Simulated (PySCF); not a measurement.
Molfile (atoms numbered from 1):
```
C9H7N
     RDKit          3D

 17 17  0  0  0  0  0  0  0  0999 V2000
    2.6432    0.7740   -2.8348 N   0  0  0  0  0  0  0  0  0  0  0  0
    2.6777    0.6185   -1.6843 C   0  0  0  0  0  0  0  0  0  0  0  0
    2.7690    0.4364   -0.2774 C   0  0  0  0  0  0  0  0  0  0  0  0
    1.7566    0.1315    0.5645 C   0  0  0  0  0  0  0  0  0  0  0  0
    0.3368   -0.0886    0.3122 C   0  0  0  0  0  0  0  0  0  0  0  0
   -0.2585   -0.0447   -0.9622 C   0  0  0  0  0  0  0  0  0  0  0  0
   -1.6226   -0.2651   -1.1088 C   0  0  0  0  0  0  0  0  0  0  0  0
   -2.4218   -0.5335    0.0033 C   0  0  0  0  0  0  0  0  0  0  0  0
   -1.8470   -0.5821    1.2720 C   0  0  0  0  0  0  0  0  0  0  0  0
   -0.4826   -0.3625    1.4220 C   0  0  0  0  0  0  0  0  0  0  0  0
    3.7742    0.5614    0.1349 H   0  0  0  0  0  0  0  0  0  0  0  0
    2.0435    0.0348    1.6166 H   0  0  0  0  0  0  0  0  0  0  0  0
    0.3447    0.1631   -1.8462 H   0  0  0  0  0  0  0  0  0  0  0  0
   -2.0683   -0.2269   -2.1055 H   0  0  0  0  0  0  0  0  0  0  0  0
   -3.4937   -0.7057   -0.1206 H   0  0  0  0  0  0  0  0  0  0  0  0
   -2.4645   -0.7928    2.1481 H   0  0  0  0  0  0  0  0  0  0  0  0
   -0.0326   -0.4017    2.4178 H   0  0  0  0  0  0  0  0  0  0  0  0
  1  2  3  0
  2  3  1  0
  3  4  2  0
  4  5  1  0
  5  6  2  0
  6  7  1  0
  7  8  2  0
  8  9  1  0
  9 10  2  0
 10  5  1  0
  3 11  1  0
  4 12  1  0
  6 13  1  0
  7 14  1  0
  8 15  1  0
  9 16  1  0
 10 17  1  0
M  END
```

Geometry: PBE0-D3(BJ)/def2-SVP; GIAO absolute shieldings from PySCF, gas phase, non-relativistic, averaged over equivalent atoms.

At mPW1PW91/pcSseg-1 (205 basis functions, 49 s wall time on 1 thread of an Arm Neoverse N1, shared host):
```tsv
atoms	σ (ppm)
N1	-72.3
C4	27.0
C5	45.4
C8	45.6
C6/C10	47.3
C7/C9	49.2
C2	60.5
C3	84.9
H13/H17	23.05
H14/H16	23.74
H15	23.75
H12	24.45
H11	26.07
```

Estimate the result of repeating the calculation with PBE0/pcSseg-1.

## Answers


```json
{"atoms": "N1", "σ at PBE0/pcSseg-1": "-71.6", "change": "+0.7"}
{"atoms": "C4", "σ at PBE0/pcSseg-1": "27.9", "change": "+0.9"}
{"atoms": "C5", "σ at PBE0/pcSseg-1": "46.2", "change": "+0.8"}
{"atoms": "C8", "σ at PBE0/pcSseg-1": "46.5", "change": "+0.9"}
{"atoms": "C6/C10", "σ at PBE0/pcSseg-1": "48.1", "change": "+0.8"}
{"atoms": "C7/C9", "σ at PBE0/pcSseg-1": "50.0", "change": "+0.8"}
{"atoms": "C2", "σ at PBE0/pcSseg-1": "61.2", "change": "+0.7"}
{"atoms": "C3", "σ at PBE0/pcSseg-1": "85.6", "change": "+0.7"}
{"atoms": "H13/H17", "σ at PBE0/pcSseg-1": "22.98", "change": "-0.07"}
{"atoms": "H14/H16", "σ at PBE0/pcSseg-1": "23.67", "change": "-0.07"}
{"atoms": "H15", "σ at PBE0/pcSseg-1": "23.69", "change": "-0.06"}
{"atoms": "H12", "σ at PBE0/pcSseg-1": "24.39", "change": "-0.06"}
{"atoms": "H11", "σ at PBE0/pcSseg-1": "26.00", "change": "-0.07"}
```

The largest change is at C8 (aromatic CH). Cost: 205 basis functions, 52 s wall time on 1 thread of an Arm Neoverse N1, shared host. The order of the carbon signals is the same at both levels.
